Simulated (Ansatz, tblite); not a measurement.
Removing an electron: Ag₃H₄⁻ (the lowest singlet isomer of a short search). Charge -1, multiplicity 1. Geometry: r2SCAN-D4/def2-TZVPD. Ansatz, gas phase; energy differences of separate SCF runs; the oxidised species was run as a doublet alone.

```xyz
7

Ag    0.8199   -0.7877    2.5514
Ag   -0.7966    0.8343   -2.5446
Ag   -0.0474   -0.0963   -0.0158
H    -1.3456    0.6552   -0.8697
H    -0.4782    1.0860   -4.1410
H     0.6155   -0.8066    4.1869
H     1.2323   -0.8849    0.8328
```

In the def2 sets Ag takes a core potential; there is no spin–orbit coupling. The xTB rows come from tblite. The structure comes from a short search, and lower isomers may exist.

```tsv
level	−HOMO (eV)	vertical IE (eV)	−LUMO (eV)	HOMO–LUMO gap (eV)
GFN1-xTB	4.94	7.68	2.24	2.71
GFN2-xTB	4.57	7.63	1.63	2.94
PBE-D4/def2-TZVPD	1.70	3.93	-1.92	3.62
```

Task: Estimate the rows for r2SCAN-D4/def2-TZVPD, PBE0-D4/def2-TZVPD.

Result: 
```json
{"level": "r2SCAN-D4/def2-TZVPD", "−HOMO (eV)": "1.89", "vertical IE (eV)": "4.00", "−LUMO (eV)": "-2.16", "HOMO–LUMO gap (eV)": "4.05"}
{"level": "PBE0-D4/def2-TZVPD", "−HOMO (eV)": "2.70", "vertical IE (eV)": "4.27", "−LUMO (eV)": "-2.54", "HOMO–LUMO gap (eV)": "5.24"}
```

 Raw xTB energy differences between charge states are shifted by several eV; the methods need an empirical correction for them.
